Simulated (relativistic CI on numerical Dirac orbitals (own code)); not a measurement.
# Radial parameters of Zn²²⁺

These numbers are calculated, not measured: Dirac-Coulomb-Breit CI, KLI orbitals optimised for each configuration, model QED (radiative potential, 1s self-energy scaled to tabulated hydrogen-like ionisation energies), unscaled Slater integrals (own radial code, finite nucleus).

Slater integrals F^k, G^k are unscaled and averaged over j, outside the closed core 1s2; ζ comes from projecting the Hamiltonian with its Breit term on Σ l·s of the shell.

- 2s2 2p4: F^2(2p,2p) = 507100, ζ(2p) = 135620 cm⁻¹; <r>(2p) = 0.1876, <r^2>(2p) = 0.04272 (bohr units).
- 2s 2p5: G^1(2s,2p) = 550270, ζ(2p) = 134500 cm⁻¹; <r>(2s) = 0.2168, <r^2>(2s) = 0.05518, <r>(2p) = 0.1882, <r^2>(2p) = 0.04298 (bohr units).
- 2p5 3s: ζ(2p) = 137590, G^1(2p,3s) = 51441 cm⁻¹; <r>(2p) = 0.1866, <r^2>(2p) = 0.04226, <r>(3s) = 0.5209, <r^2>(3s) = 0.3082 (bohr units).

Averages of the first 10 configurations, taken without configuration mixing, which lowers the lowest level and can move excited configurations by several eV; other configurations of the list can lie among them:

| Configuration | Parity | States | Average energy above the lowest level (eV) |
| --- | --- | --- | --- |
| 2s2 2p4 | even | 15 | 21.6 |
| 2s 2p5 | odd | 12 | 167.2 |
| 2p6 | even | 1 | 334.4 |
| 2p5 3s | odd | 12 | 1489.7 |
| 2p5 3p | even | 36 | 1527.6 |
| 2p5 3d | odd | 60 | 1572.9 |
| 2s2 2p3 3s | odd | 40 | 1204.9 |
| 2s2 2p3 3p | even | 120 | 1246.0 |
| 2s2 2p3 3d | odd | 200 | 1291.8 |
| 2s 2p4 3s | even | 60 | 1336.3 |
